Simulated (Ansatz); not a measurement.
This geometry of C2H6GeN2 (11 atoms, charge 0, multiplicity 1) is a first-order saddle point.

Level of theory: Ansatz, RKS PBE0/def2-mTZVP.

```xyz
11
Properties=species:S:1:pos:R:3
N -2.171 0.425 -0.152
Ge -0.618 -0.431 0.359
C 0.973 0.481 0.976
C 1.595 0.052 -0.141
N 0.691 -0.561 -1.029
H -2.279 1.325 0.303
H -2.169 0.601 -1.152
H -0.964 -1.799 0.974
H 1.356 1.094 1.776
H 2.644 0.170 -0.419
H 1.007 -1.415 -1.475
```

Q: Which two structures does it join? (They come from a converged band through this point; their orientation in space is the band's.)

A: No bond is made or broken. The dihedral H6–N1–Ge2–C4 goes from -167 to 3°.

First end point:

```xyz
11
Properties=species:S:1:pos:R:3
N -2.076 0.481 -0.367
Ge -0.582 -0.338 0.272
C 1.019 0.535 0.925
C 1.684 0.008 -0.125
N 0.799 -0.589 -1.033
H -2.948 0.290 0.106
H -2.007 1.460 -0.607
H -1.058 -1.647 0.927
H 1.387 1.162 1.722
H 2.753 0.035 -0.332
H 1.094 -1.455 -1.469
```

Last end point:

```xyz
11
Properties=species:S:1:pos:R:3
N -2.088 0.622 -0.021
Ge -0.587 -0.344 0.331
C 1.024 0.495 0.970
C 1.665 0.026 -0.122
N 0.766 -0.538 -1.036
H -1.959 1.478 -0.544
H -2.892 0.119 -0.370
H -1.060 -1.699 0.886
H 1.404 1.094 1.782
H 2.729 0.078 -0.352
H 1.062 -1.388 -1.504
```

Q: How far does it lie above each of them?

A: 0.151 eV above the first and 0.180 eV above the second. This is the barrier of this one path; another mechanism may lie lower.

Time of the run: 8.1 min on 2 threads of Arm Neoverse N1, with other jobs on the host, peak memory 0.34 GiB.
